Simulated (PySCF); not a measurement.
silylphosphine cation (H₅PSi), SMILES [SiH3]P (connectivity only; charge and spin as stated), charge +1, multiplicity 2. Atoms are numbered in the order given.

```xyz
7

Si    -1.1775     0.0131     0.0000
P      1.1460    -0.0708     0.0000
H     -1.5020    -0.6850     1.2506
H     -1.5020    -0.6850    -1.2506
H     -1.4056     1.4702     0.0000
H      1.8521     0.3894     1.1240
H      1.8521     0.3894    -1.1240
```
Charge +1, spin multiplicity 2.

Geometry optimised at B3LYP-D3(BJ)/def2-TZVP. The spin state was assumed, not searched.

Level of theory: PBE0/pcH-1 in PySCF.

Unrestricted Kohn–Sham, ⟨S²⟩ = 0.755. Hyperfine tensors hold the contact and dipolar terms, without spin-orbit corrections.

Estimate the hyperfine couplings. (Estimate from the structure and the level; the computed values follow.)


| nucleus | A(iso) (MHz) | A(iso) (G) | dipolar principal values (MHz) |
|---|---|---|---|
| 29Si no. 1 | 14.0 | 5.0 | -8.3, 1.6, 6.7 |
| 31P no. 2 | 648.9 | 231.5 | -318.5, -314.2, 632.6 |
| 1H no. 3 | -0.7 | -0.3 | -2.9, -1.6, 4.5 |
| 1H no. 4 | -0.7 | -0.3 | -2.9, -1.6, 4.5 |
| 1H no. 5 | 91.9 | 32.8 | -3.2, 1.0, 2.2 |
| 1H no. 6 | -31.0 | -11.0 | -16.2, 1.3, 14.9 |
| 1H no. 7 | -31.0 | -11.0 | -16.2, 1.3, 14.9 |

And the g tensor (effective nuclear charges for spin-orbit coupling, GIAO)? (The exact figures need the calculation; the answer reports its results.)

principal values 2.0023, 2.0080, 2.0145; isotropic 2.0083.
